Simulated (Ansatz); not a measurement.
CH7BOSi2, SMILES `O[SiH]1B[SiH2]C1`. The species carries charge 0 and has multiplicity 1.

Z-matrix (Å, degrees):
```
Si
B 1 1.883
Si 1 2.570 2 51.1
O 1 1.631 2 136.1 3 -168.5
C 1 1.853 2 99.1 3 -8.4
H 1 1.800 2 41.8 3 -95.5
H 2 1.187 1 137.8 3 -168.2
H 3 1.489 1 118.9 2 101.5
H 3 1.490 1 131.8 2 -91.4
H 4 0.961 1 118.2 2 152.2
H 5 1.092 1 113.2 2 121.1
H 5 1.091 1 118.8 2 -109.0
```

(1) What are the harmonic wavenumbers in cm⁻¹ at PBE0-D4/def2-TZVP (Ansatz, finite differences of forces, unscaled)? (Best estimate.)

(2) Is this a minimum?

(3) Give the ideal-gas thermochemistry at 298.15 K and 1 bar (rigid rotor, harmonic oscillator; point group C1, symmetry number 1).

(4) And at 400, 500, 600, 800 and 1000 K?

## Answers

(1) Computed: 106, 231, 246, 365, 381, 473, 557, 576, 588, 609, 678, 701, 742, 751, 787, 818, 874, 897, 933, 956, 992, 1139, 1382, 1946, 2198, 2208, 2697, 3090, 3152, 3886.

(2) Yes, all 30 modes are real.

(3) Zero-point energy 209.1 kJ/mol; H(298) − E = 230.0 kJ/mol; entropy 337.6 J/(mol·K), of which translation 166.5, rotation 112.4, vibration 58.7; G(298) − E = 129.3 kJ/mol.

(4) 
| T (K) | H − E (kJ/mol) | S (J/mol/K) | G − E (kJ/mol) |
| --- | --- | --- | --- |
| 400 | 244.1 | 377.9 | 92.9 |
| 500 | 260.4 | 414.2 | 53.2 |
| 600 | 278.5 | 447.2 | 10.1 |
| 800 | 318.7 | 504.9 | -85.2 |
| 1000 | 362.7 | 553.9 | -191.2 |
